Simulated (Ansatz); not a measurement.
The cluster Ca₄Se₃⁺, relaxed as a doublet with UKS PBE-D4/def2-SVP in Ansatz, starting from the GFN2-xTB geometry. Force threshold 0.02 eV/Å.

Another isomer (doublet) lies 1.64 eV lower at PBE0-D4/def2-SVP; other spin states weren't run for this one.

Start:

```xyz
7

Ca    2.170    0.335    2.659
Ca   -3.290    1.302   -2.366
Ca   -0.394    0.052   -0.367
Ca   -1.654   -1.713   -3.338
Se    3.873   -0.113    4.029
Se   -1.613   -0.075   -1.803
Se    0.908    0.211    1.186
```

| step | energy (eV) | largest force component (eV/Å) | SCF passes |
| --- | --- | --- | --- |
| 1 | -269699.5124 | 13.872 | 64 |
| 2 | -269704.7421 | 4.994 | 43 |
| 3 | -269709.2593 | 3.727 | 68 |
| 4 | -269712.2608 | 2.563 | 39 |
| 5 | -269714.2382 | 2.510 | 51 |
| 6 | -269715.4239 | 0.984 | 43 |
| 7 | -269715.8374 | 0.462 | 33 |
| 8 | -269715.9258 | 0.319 | 31 |
| 9 | -269715.9842 | 0.266 | 34 |
| 10 | -269716.0324 | 0.301 | 39 |
| 11 | -269716.0959 | 0.269 | 40 |
| 13 | -269716.1650 | 0.101 | 67 |
| 15 | -269716.2148 | 0.249 | 52 |
| 17 | -269716.2901 | 0.208 | 42 |
| 19 | -269716.4199 | 0.259 | 36 |
| 21 | -269716.6616 | 0.366 | 36 |
| 23 | -269717.0974 | 0.628 | 34 |
| 25 | -269717.8211 | 0.934 | 40 |
| 27 | -269718.8467 | 1.048 | 41 |
| 29 | -269719.7241 | 1.249 | 26 |
| 31 | -269720.1993 | 0.119 | 24 |
| 33 | -269720.2025 | 0.071 | 21 |
| 34 | -269720.2034 | 0.010 | 20 |

Force components are those of the run's own axes.

End:

Cartesian coordinates in Å:
```
Ca 1.690 1.326 3.093
Ca -1.982 1.418 -0.779
Ca 0.931 -0.759 0.242
Ca -2.104 -1.983 -4.057
Se 2.790 -0.826 2.164
Se -0.997 -0.821 -1.910
Se -0.327 1.646 1.246
```

Bonds formed: Ca2–Se7, Ca3–Se5 (atoms count from 1). Metal–metal contacts that move far: Ca3–Ca4 3.68 to 5.40 Å, Ca2–Ca4 3.56 to 4.73 Å.

No frequencies were taken in this run, so the end may be a saddle point.

Hardware: 4 threads of Intel Xeon on a shared host. Wall time 7.2 min, peak host memory 0.74 GiB.
